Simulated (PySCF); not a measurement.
Electron correlation in Tm⁵⁷⁺ (thulium, charge +57)

Starting occupation: [Ne] 3s2. Computed with PySCF 2.14 in an uncontracted even-tempered set (17 s from 5.9 bohr⁻², ratio 2.6; 14 p from 7.7 bohr⁻², ratio 2.6; 6 d from 7.9 bohr⁻², ratio 2.8; 4 f from 110 bohr⁻², ratio 2.8), with X2C-1e with screened-nucleus spin-orbit coupling, Gaussian nucleus. Frozen: 1s2; 10 electrons correlated; the 52 highest virtual spinors left out.

MP2 pair energies summed by pair of shells (mhartree):

```csv
pair,energy,share (%)
3s1/2-3s1/2,-117.43,23.7
2p1/2-2p3/2,-103.22,20.9
2p3/2-2p3/2,-97.60,19.7
2p3/2-3s1/2,-45.19,9.1
2p3/2-2s1/2,-42.96,8.7
2p1/2-2p1/2,-24.36,4.9
2p1/2-2s1/2,-22.82,4.6
2p1/2-3s1/2,-19.65,4.0
2s1/2-2s1/2,-11.58,2.3
2s1/2-3s1/2,-9.76,2.0
```

Total MP2 correlation energy: -494.56 mhartree.

The virtual space was cut to 56 spinors, which keep -436.08 of the -494.56 mhartree of MP2 correlation.

```csv
level,correlation energy (mhartree)
CCSD,-468.21
(T),-0.65
CCSD(T),-468.86
```

Diagnostics: T1 = 0.00011, largest double amplitude 0.082.

Cost of the coupled-cluster step: roughly 30 core-seconds, for 10 occupied and 56 virtual spinors.

The coupled-cluster values are those of the cut space; adding the MP2 remainder, -58.48 mhartree, estimates the full space.

At this charge the one-electron X2C treatment keeps the bare 1/r₁₂, with no two-electron picture change or Breit term. The effect here is smaller than on the frozen 1s shell.
